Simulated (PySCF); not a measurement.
Gas-phase reaction: 2 TaCl4NH2 + 3 Cl2 = 2 TaCl5 + N2 + 4 HCl

Method: PySCF energies plus ideal-gas RRHO corrections (1 bar). † marks an energy on the PBE0/def2-TZVP geometry and frequencies; other levels use their own. MP2 freezes the core. All species are closed-shell singlets. B3LYP is the form with VWN-RPA correlation. Ta: scalar-relativistic def2 core potential, no spin-orbit coupling. TaCl4NH2: computed as isolated molecules; such fragments, hydroxides, amides, oligomers or adducts are transient or little studied in the gas. MP2 isn't extrapolated to the basis-set limit; its ΔH°(298 K) is -629.9 kJ in def2-SVP and -550.9 kJ in def2-TZVPP. The harmonic model lacks anharmonicity and excited electronic states, which grow with temperature; levels with a mode under 35 cm⁻¹ are left out. Soft modes under 120 cm⁻¹ make the harmonic entropy rough for TaCl4NH2, TaCl5.

```
level               ΔE electronic, kJ  ΔH°(298 K), kJ  ΔS°(298 K), J/K  ΔG°(2500 K), kJ
------------------  -----------------  --------------  ---------------  ---------------
B3LYP/def2-TZVP†                 -437            -476              260            -1109
HF/def2-TZVP†                    -532            -571              260            -1204
M06-2X/def2-TZVP†                -411            -450              260            -1083
MP2/def2-SVP†                    -591            -630              260            -1262
MP2/def2-TZVPP†                  -512            -551              260            -1183
PBE/def2-TZVP†                   -404            -443              260            -1076
PBE0/def2-TZVP                   -416            -455              260            -1087
r2SCAN/def2-TZVP†                -437            -476              260            -1109
LDA/def2-TZVP†                   -326            -365              260             -997
ωB97X-V/def2-TZVP†               -432            -471              260            -1104
```
ΔH° is lowest at MP2/def2-SVP† and highest at LDA/def2-TZVP†. No reference value is set beside these.
